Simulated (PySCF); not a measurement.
## A small calculation by hand: oscillator strength and radiative lifetime

CH3BrOZn, SMILES C[O][Zn][Br].

Geometry optimised at PBE-D3(BJ)/def2-SVP. The structure was generated by enumeration; whether it is a known compound was not checked. One conformer was computed; it need not be the lowest.

TDA-PBE/def2-SVPD (PySCF 2.14.0) puts the first singlet state with f over 0.02 at 4.72 eV (vertical), with the transition dipole (0.068, 0.746, 0.000) in atomic units.

Q: Find the oscillator strength, the wavelength and the radiative lifetime that this transition would have in vacuum if emission retraced absorption.

A: 
|μ|² = 0.5611 au, so |μ| = 1.90 D. ΔE = 4.72/27.211 = 0.1735 hartree. f = (2/3) ΔE |μ|² = 0.065 (the program prints 0.065).
λ = 1239.84/4.72 = 263 nm; ν = 38069 cm⁻¹.
Einstein's coefficient A = 0.6670 ν² f s⁻¹ (ν in cm⁻¹) = 6.3e7 s⁻¹, so τ = 1/A = 16 ns. This state is S2; the lower singlet has f = 0.002. The figure is the radiative limit of this one transition; relaxation, internal conversion, crossing to triplets and a medium change what is measured.
